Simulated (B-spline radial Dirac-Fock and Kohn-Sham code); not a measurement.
ΔSCF core binding energies without Breit or QED terms, calculated with a radial finite-basis atomic code.

A sound run for the Cl atom, [Ne] 3s2 3p5: The ground state converged in 10 iterations, with total energy -460.93837 Ha, virial ratio 1.99367 and highest orbital energy -13.72 eV. ΔSCF binding energies: K (1s) 2834.0 eV. Holes are computed only in closed shells, and unreliable hole states are left out.

A second run, with one unsound setting: The ground state converged in 12 iterations, with total energy -564.99936 Ha, virial ratio 1.20363 and highest orbital energy -9.70 eV. ΔSCF binding energies: K (1s) 2302.0 eV. Holes are computed only in closed shells, and unreliable hole states are left out.

```
iter   energy (Ha)        error
   1     -543.46190418  2.40e+00
   2     -544.05891571  1.33e+00
   3     -564.31590147  3.43e-01
   4     -564.83516368  1.53e-01
   5     -564.99042057  2.64e-02
   6     -564.99856099  7.61e-03
   7     -564.99919525  4.01e-03
   8     -564.99935354  4.09e-04
   9     -564.99935579  4.86e-05
  12     -564.99935582  6.17e-08
```

Question: Which fault fits the second run best?
A. box too small
B. too few iterations
C. too few quadrature points
D. speed of light below Z

Answer: D. The input had c_factor = 0.0693: c_factor makes c so small that Zα exceeds 1, so any numbers that come out have no meaning.
